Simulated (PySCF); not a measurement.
Molecule: C₄H₅FO, charge 0, multiplicity 1. 
Structure (B3LYP-D3(BJ)/def2-TZVP (Ansatz) minimum search):
```xyz
11

O      2.5434    -0.2030    -0.2213
C      1.4853    -0.1967     0.3541
C      0.2225     0.3055    -0.2172
C     -0.8007     0.9796     0.7047
C     -1.0712    -0.3643     0.1724
F     -2.0108    -0.4961    -0.8138
H      1.4029    -0.5851     1.3942
H      0.2799     0.6748    -1.2322
H     -1.3424     1.8086     0.2725
H     -0.5553     1.0774     1.7542
H     -1.0504    -1.2307     0.8214
```

Dispersion corrections to the total energy (kcal/mol) from the dftd3 and dftd4 libraries through PySCF: D3(BJ) without and D4 with the three-body term, each with the damping fitted for the functional named.

```tsv
functional	D3(BJ)	D4
BLYP	-10.03	-10.18
revPBE	-12.61	-15.91
PBE0	…	-3.76
B2PLYP	-3.63	-3.14
TPSSh	-5.42	-5.55
HSE06	…	-3.46
B2GP-PLYP	-2.60	…
```

Q: What belongs in the gaps?

A: 
- PBE0, D3(BJ): -4.05
- HSE06, D3(BJ): -2.92
- B2GP-PLYP, D4: -1.87
